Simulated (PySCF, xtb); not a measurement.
InH2I, SMILES [InH2][I].

Harmonic wavenumbers (cm⁻¹) from GFN2-xTB run with xtb at its own minimum, in rising order: 237, 315, 414, 618, 1498, 1581.

What does r2SCAN-D4/def2-TZVP (PySCF) give at its own minimum? (An estimate is asked for; the answer gives what the named calculation found.)

197, 386, 526, 565, 1848, 1863. Paired by order, the mean absolute difference is 151 cm⁻¹ and the zero-point energies are 6.7 and 7.7 kcal/mol.
